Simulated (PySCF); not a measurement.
# Atomic charges by several schemes

Compound: C6H13FOSi2.
Geometry (GFN2-xTB, Å), atoms numbered from 1 in this order:
```xyz
23
C6H13FOSi2 angstrom
C     -3.8731   -0.5404    0.5005
C     -2.7111   -1.1630    0.5596
C     -1.6474   -1.0668   -0.4849
C     -0.3687   -0.4699    0.1001
C     -0.4047    1.0261    0.4210
C      0.7308    1.1432   -0.6020
Si     2.5001    1.4729    0.0385
F      2.3362    1.6144    1.6522
Si     3.6572   -0.4567   -0.4614
O      0.6555   -0.2811   -0.8824
H     -4.1400    0.0829   -0.3375
H     -4.6110   -0.6315    1.2791
H     -2.4661   -1.7840    1.4117
H     -1.4081   -2.0609   -0.8727
H     -1.9820   -0.4467   -1.3186
H     -0.0029   -1.0973    0.9231
H     -1.3327    1.5200    0.1417
H     -0.1446    1.2933    1.4415
H      0.4633    1.7114   -1.4983
H      2.8970    2.8422   -0.2885
H      3.3136   -1.5634    0.4376
H      3.4298   -0.8813   -1.8415
H      5.1041   -0.2363   -0.3089
```

Density: PBE0/pcSseg-1 (PySCF); schemes: Mulliken, IAO, Hirshfeld and ESP-fitted. One conformer (not necessarily the lowest) at the GFN2-xTB geometry, without solvent, vibrations or thermal averaging.

For which atoms does the sign change between the 4 schemes (beyond +0.03 e in one, beyond −0.03 e in another)?

C6. Atomic charges aren't observables, and each scheme defines them in its own way.

Which atoms carry the lowest charge in the Mulliken, IAO, Hirshfeld and ESP-fitted schemes?

The schemes don't all agree: Mulliken O10 (-0.516); IAO F8 (-0.546); Hirshfeld F8 (-0.208); ESP-fitted O10 (-0.516).

Tabulate the Mulliken, IAO, Hirshfeld and ESP-fitted charges.

In e:

```tsv
atom	environment	Mulliken	IAO	Hirshfeld	ESP-fitted
C1	terminal =CH2 carbon	-0.141	-0.320	-0.102	-0.513
C2	alkene CH carbon	-0.254	-0.134	-0.034	-0.013
C3	allylic carbon	-0.112	-0.273	-0.076	-0.341
C4	sp3 carbon bound to oxygen	+0.042	+0.110	+0.051	+0.466
C5	four-membered-ring carbon	-0.199	-0.291	-0.083	-0.464
C6	sp3 carbon bound to oxygen	-0.194	-0.196	-0.050	+0.196
Si7	fluorine-bound silicon	+0.833	+0.929	+0.355	+0.471
F8	silicon-bound fluorine	-0.437	-0.546	-0.208	-0.296
Si9	SiH3 silicon	+0.153	+0.274	+0.209	+0.160
O10	cyclic ether oxygen	-0.516	-0.438	-0.152	-0.516
H11	vinylic hydrogen	+0.109	+0.143	+0.044	+0.204
H12	vinylic hydrogen	+0.117	+0.153	+0.047	+0.196
H13	vinylic hydrogen	+0.106	+0.142	+0.046	+0.110
H14	methylene hydrogen	+0.144	+0.153	+0.048	+0.129
H15	methylene hydrogen	+0.108	+0.138	+0.042	+0.150
H16	methine hydrogen	+0.114	+0.125	+0.037	+0.017
H17	methylene hydrogen	+0.127	+0.144	+0.042	+0.157
H18	methylene hydrogen	+0.140	+0.153	+0.040	+0.128
H19	methine hydrogen	+0.135	+0.142	+0.038	+0.044
H20	Si–H hydrogen	-0.110	-0.131	-0.079	-0.116
H21	Si–H hydrogen	-0.051	-0.083	-0.064	-0.036
H22	Si–H hydrogen	-0.046	-0.086	-0.069	-0.052
H23	Si–H hydrogen	-0.070	-0.110	-0.082	-0.081
```

Mean size of the charges over all atoms: IAO 0.227 e, ESP-fitted 0.211 e, Mulliken 0.185 e, Hirshfeld 0.087 e. Each set sums to the total charge, 0, to within 0.001 e. The ESP scheme is a least-squares fit of atom-centred charges to the potential on four shells outside the van der Waals surface, with the total charge fixed.

How many electrons does the IAO scheme count on O10?

Z − q = 8 − (-0.438) = 8.438.

How closely do the schemes follow one another over all atoms?

Correlation coefficient and root-mean-square difference: Mulliken with IAO 0.97, 0.077 e; IAO with Hirshfeld 0.97, 0.185 e; Mulliken with Hirshfeld 0.92, 0.157 e; IAO with ESP-fitted 0.81, 0.173 e; Hirshfeld with ESP-fitted 0.77, 0.194 e; Mulliken with ESP-fitted 0.74, 0.191 e.
